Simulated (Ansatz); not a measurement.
Stretch profile

CF2InN (SMILES N#[C][In]([F])[F]), singlet, at its PBE0-D4/def2-TZVP minimum:

N1  (1.298, -1.592, 1.590)
C2  (0.725, -0.890, 0.879)
In3  (-0.306, 0.372, -0.400)
F4  (-1.872, -0.155, -1.376)
F5  (0.205, 2.191, -0.734)
(Å)

The bond length In3–F5 (1.919 Å at the minimum) is set to the values below, with the rest relaxed at PBE0-D4/def2-TZVP at each step. Each method's energies count from its own value at the PBE0-D4 minimum structure. Computed with Ansatz 0.2.0 (basis: def2-TZVPP); correlated methods freeze the cores. Filled d shells of the heavier atoms are correlated. Core potentials replace the inner electrons of the atoms past krypton. The def2 sets are not built for correlating such inner shells, so the correlated values are less sure here.

CCSD(T) energies along the scan:
```csv
bond length (Å),CCSD(T) (eV)
1.688,0.981
1.755,0.435
1.853,0.058
1.967,0.027
2.094,0.284
2.230,0.728
2.375,1.274
2.527,1.854
2.686,2.425
```
They count from the CCSD(T) energy at the PBE0-D4 minimum.

Minimum and curvature along this coordinate at CCSD(T): A fifth-order fit through the nearest points gives 1.918 Å, with a curvature of about 24 eV/Å².

Largest difference from the CCSD(T) curve over the scan: r2SCAN-D4 0.183; PBE0-D4 0.107; wB97M-V 0.029; HF 0.302 eV. Each curve counts from its own value at the minimum.

The T1 diagnostic stays at or below 0.025.

For scale, one of the runs: CCSD(T)/def2-TZVPP, 174 basis functions (an equivalent command: `ansatz run in.yaml --threads 4`). The run took 54 s on 4 CPU threads (shared host), with 1.9 GiB of host memory at its peak.
